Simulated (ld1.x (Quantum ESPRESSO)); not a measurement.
indium, RRKJ: configuration errors across variants

```
Element                 : indium (In)
Generator               : ld1.x (Quantum ESPRESSO) 7.5
Type                    : norm-conserving RRKJ (Kleinman–Bylander form)
Functional              : PW91
Relativity              : scalar-relativistic
Frozen core             : [Kr]
Valence charge          : 13
Reference configuration : 4d10 5s2 5p1
Partial waves           : 5p (bound): rc 2.20 bohr; 4d (bound): rc 1.10 bohr; 4f channel at -0.15 Ry: rc 2.30 bohr; 5s (bound): rc 2.15 bohr
Local potential         : the s channel
Core correction         : a·sin(br)/r model core, default radius (core density twice the valence density)
rho0                    : 0.02
```

All-electron excitation energies from the reference (eV): (1) 4d10 5s2 5p0 5.419; (2) 4d10 5s1 5p0 24.743; (3) 4d10 5s0 5p0 53.161; (4) 4d9 5s2 5p2 18.303; (5) 4d10 5s2 5p0.5 1.964; (6) 4d10 5s0 5p3 12.010; (7) 4d9 5s0 5p0 109.640.

2 further variants failed, have other tests or another functional or relativity, and are left out.

A true bound ghost makes a file unfit for plane-wave use even where its test errors are small: the radial tests pick states by their node count and pass the ghost by.

Errors AE − PS in meV (a dash: test not solved or not reliable):

| change | (1) | (2) | (3) | (4) | (5) | (6) | (7) | bound ghosts |
| --- | --- | --- | --- | --- | --- | --- | --- | --- |
| base | -2.4 | -17 | -69 | -314 | -0.7 | -11 | -279 | none |
| wave 4f channel at -0.15 Ry: rc 2.30 bohr becomes 4f channel at -0.15 Ry: rc 3.54 bohr | -2.4 | -17 | -69 | -314 | -0.7 | -11 | -279 | none |
| local potential all-electron potential smoothed inside 2.30 bohr (lloc = -1) | -1.9 | -11 | -56 | -180 | -0.5 | -3.8 | -151 | none |
| wave 5s (bound): rc 2.15 bohr becomes 5s (bound): rc 3.30 bohr | +2.3 | -8.7 | -253 | -172 | +0.1 | -111 | -1083 | f |

Question: Give the same row for: all radii but the core radius scaled by about 1.40 (s 3.02, p 3.08, d 1.54, f 3.22 bohr).

Answer: +0.8, -4.1, -158, -200, -0.1, -77, -777; bound ghosts: none.
